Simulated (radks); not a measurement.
The mercury ion Hg8+, configuration [Xe] 4f14 5d4.

Method: Dirac Kohn-Sham, relativistic LDA (MacDonald-Vosko exchange, VWN5 correlation), spin-unpolarised, spherical densities, finite nucleus; open shells fill j = l - 1/2 first; Fermi nuclear charge, rms radius 5.4648 fm; computed with a radial shooting solver on a logarithmic mesh with Libxc functionals.

Energy parts (eV):
part                       energy
total                  -533036.06
kinetic                 612071.90
electron-nucleus      -1334325.30
Hartree                 197841.37
exchange-correlation     -8624.03

Orbitals (lengths in bohr, moments of r in powers of bohr; r(max) is where P^2 peaks; r(90%) holds 90 % of the orbital's charge):
orbital  occ.  eigenvalue (eV)  r(90%)   r(max)   <1/r>
1s1/2       2        -82526.47  0.0305  0.01028   97.01
2s1/2       2        -14740.09   0.109  0.05963   23.91
2p1/2       2        -14163.03  0.0954  0.04379   23.87
2p3/2       4        -12242.10   0.107  0.05125   19.36
3s1/2       2        -3597.571   0.266   0.1677   8.780
3p1/2       2        -3334.761   0.258   0.1563   8.699
3p3/2       4        -2908.726   0.279   0.1714   7.519
3d3/2       4        -2469.531   0.253   0.1331   7.425
3d5/2       6        -2377.661   0.259   0.1373   7.156
4s1/2       2        -889.8996   0.575   0.3773   3.726
4p1/2       2        -776.6698   0.584   0.3749   3.620
4p3/2       4        -673.3860   0.633   0.4060   3.208
4d3/2       4        -487.0357   0.660   0.3978   3.011
4d5/2       6        -467.6484   0.676   0.4074   2.917
5s1/2       2        -241.4403    1.26   0.8238   1.558
4f5/2       6        -226.4597   0.759   0.3631   2.564
4f7/2       8        -222.2271   0.769   0.3677   2.528
5p1/2       2        -202.6155    1.34   0.8633   1.449
5p3/2       4        -182.5346    1.45   0.9354   1.311
5d3/2       4        -125.8424    1.73    1.065   1.096
5d5/2       0        -122.9752    1.77    1.090   1.068
6s1/2       0         -98.4318    2.51    1.738  0.7373
6p1/2       0         -85.5117    2.73    1.878  0.6807
6p3/2       0         -80.1853    2.89    2.004  0.6371

The highest occupied level is 5d3/2 at -125.84 eV. Summed over all electrons, <r^2> = 23.21 bohr^2, which gives a Langevin (diamagnetic) susceptibility term of -18.4 x 10^-6 cm^3/mol. The electron density at the nucleus is 2.288e+06 e/bohr^3.
